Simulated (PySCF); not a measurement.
ClGa, charge -1, doublet, at a GFN2-xTB geometry (such geometries of metal compounds can be far from the true shape) (a state made from the parent by changing its charge; the spin is typed, not shown lowest). Base run: HF/def2-SVP (PySCF).

Geometry (Å):
```xyz
2

Ga     0.0000     0.0000    -0.8550
Cl     0.0000     0.0000     1.5591
```
Charge -1, spin multiplicity 2.
Orbitals are unrestricted.
All else is at PySCF's defaults.

Variants of this job, named by their change:

```csv
change,E (Eh),HOMO (eV),<S^2>,core-seconds (rough),outcome
base,-2382.40753,-0.07,0.764,0.6,converged
functional = x3lyp,-2384.63743,2.30,0.752,3,converged
functional = pbe; dispersion = d4,-2384.23971,2.86,0.752,4,converged
functional = pbe0,-2384.31520,1.97,0.753,2,converged
functional = b3lyp; dispersion = d3zero,-2384.78495,2.31,0.752,2,converged
functional = camb3lyp,-2384.84721,1.05,0.753,5,converged
functional = b3lyp,-2384.78478,2.31,0.752,2,converged
functional = lc_wpbe,-2384.33066,-0.31,0.757,5,converged
functional = b97-1,-2384.56823,2.30,0.752,2,converged
"functional = lda,vwn",-,-,-,-,not converged
functional = r2scan,-,-,-,-,not converged
functional = mn12l,-,-,-,-,not converged
functional = m06l,-2384.66471,2.80,0.752,3,converged
```

Absolute energies of different levels of theory aren't comparable as measures of quality.

Open shells are given as the SCF converged; they aren't shown to be the lowest states, and a large step between rows can be another state.
